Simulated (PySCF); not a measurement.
IrBr: from constants to spectrum

UHF-MP2 constants of IrBr, triplet, unpaired electrons π ↑, δ ↑ (PySCF, scalar-relativistic core potentials, basis sets Ir def2-TZVPP with ECP60, Br def2-TZVPP; masses 192.9629 and 78.9183 u):

```
ωe   : 299.8 cm⁻¹
ωexe : 0.699 cm⁻¹
Be   : 0.058923 cm⁻¹
αe   : 0.000181 cm⁻¹
```

Question: What force constant and bond length do these constants imply?

Answer: Reduced mass μred = 56.011 u; k = 5.8918×10⁻⁷·μred·ωe² (u, cm⁻¹, mdyn/Å) = 2.97 mdyn/Å; Re = √(16.8576/(μred·Be)) (u, cm⁻¹, Å) = 2.260 Å.

Question: Estimate the centrifugal constant D from the Kratzer relation and find the Dunham coefficient a1.

Answer: D = 4Be³/ωe² = 9.1e-09 cm⁻¹; a1 = −1 − αeωe/(6Be²) = -3.60.

Correlated steps freeze 9 core orbitals. Spin–orbit coupling is left out, which matters for elements this heavy, above all for dissociation energies. The state is the lowest single determinant that the PBE0 search found; with open d or f shells the true ground state can be another one.
